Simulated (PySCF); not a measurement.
Spin-rotation constants: `C[Si](C)(C)N1CCCC1`, C7H17NSi

Geometry:
| atom | x (Å) | y (Å) | z (Å) |
| --- | --- | --- | --- |
| Si1 | 0.579 | 1.033 | 0.442 |
| C2 | 0.639 | 1.008 | 2.347 |
| H3 | 1.079 | 1.922 | 2.731 |
| H4 | 1.239 | 0.181 | 2.713 |
| H5 | -0.353 | 0.914 | 2.779 |
| C6 | 2.380 | 1.071 | -0.215 |
| H7 | 2.923 | 1.937 | 0.151 |
| H8 | 2.410 | 1.103 | -1.301 |
| H9 | 2.930 | 0.188 | 0.100 |
| C10 | -0.339 | 2.579 | -0.183 |
| H11 | -0.343 | 2.628 | -1.267 |
| H12 | 0.137 | 3.483 | 0.183 |
| H13 | -1.371 | 2.593 | 0.151 |
| N14 | -0.311 | -0.344 | -0.089 |
| C15 | -0.089 | -1.686 | 0.414 |
| C16 | -1.201 | -2.517 | -0.216 |
| C17 | -1.321 | -1.878 | -1.596 |
| C18 | -1.128 | -0.393 | -1.292 |
| H19 | -0.122 | -1.691 | 1.505 |
| H20 | 0.892 | -2.071 | 0.100 |
| H21 | -2.129 | -2.383 | 0.341 |
| H22 | -0.962 | -3.578 | -0.256 |
| H23 | -0.518 | -2.238 | -2.241 |
| H24 | -2.275 | -2.081 | -2.079 |
| H25 | -0.652 | 0.133 | -2.124 |
| H26 | -2.094 | 0.090 | -1.099 |

Method used: PySCF, GIAO KT3/def2-SVP magnetisability, rotational g tensor and spin-rotation constants, non-relativistic, gas phase. Geometry: GFN2-xTB.

(1) Give the nuclear spin-rotation constants along the inertial axes (H = +C I·J) beside the isotropic shieldings.

## Answers

(1) Rotational constants 2.1346, 0.8891, 0.8081 GHz. A star marks the isotopologue with that one atom substituted, in its own axes.
| atom | isotope | Caa (kHz) | Cbb (kHz) | Ccc (kHz) | mean (kHz) | σ (ppm) |
| --- | --- | --- | --- | --- | --- | --- |
| H3 | 1H | 0.035 | -0.102 | -0.098 | -0.055 | 32.0 |
| H4 | 1H | -0.237 | -0.006 | -0.074 | -0.106 | 31.5 |
| H5 | 1H | -0.219 | -0.101 | 0.000 | -0.107 | 31.9 |
| H7 | 1H | 0.032 | -0.112 | -0.090 | -0.057 | 32.2 |
| H8 | 1H | -0.231 | -0.037 | -0.054 | -0.107 | 31.9 |
| H9 | 1H | -0.227 | -0.026 | -0.063 | -0.105 | 31.7 |
| H11 | 1H | -0.228 | -0.017 | -0.071 | -0.105 | 31.6 |
| H12 | 1H | 0.034 | -0.100 | -0.099 | -0.055 | 32.0 |
| H13 | 1H | -0.223 | -0.098 | 0.001 | -0.107 | 31.7 |
| N14 | 14N | 0.055 | 0.038 | 0.047 | 0.046 | 231.4 |
| H19 | 1H | -0.179 | -0.010 | -0.049 | -0.079 | 28.7 |
| H20 | 1H | -0.203 | -0.084 | 0.027 | -0.086 | 28.8 |
| H21 | 1H | -0.221 | -0.099 | 0.023 | -0.099 | 30.3 |
| H22 | 1H | -0.070 | -0.058 | -0.070 | -0.066 | 30.1 |
| H23 | 1H | -0.226 | -0.097 | 0.024 | -0.100 | 30.3 |
| H24 | 1H | -0.060 | -0.060 | -0.071 | -0.064 | 30.1 |
| H25 | 1H | -0.175 | -0.025 | -0.036 | -0.079 | 28.6 |
| H26 | 1H | -0.205 | -0.073 | 0.021 | -0.086 | 28.7 |
| Si1 | 29Si* | -1.152 | -0.502 | -0.451 | -0.702 | 416.4 |
| C2 | 13C* | 0.222 | 0.099 | 0.079 | 0.134 | 193.5 |
| C15 | 13C* | 0.361 | 0.145 | 0.161 | 0.222 | 145.4 |
| C16 | 13C* | 0.302 | 0.123 | 0.135 | 0.187 | 163.8 |

For the geometry as given, no vibrational averaging.
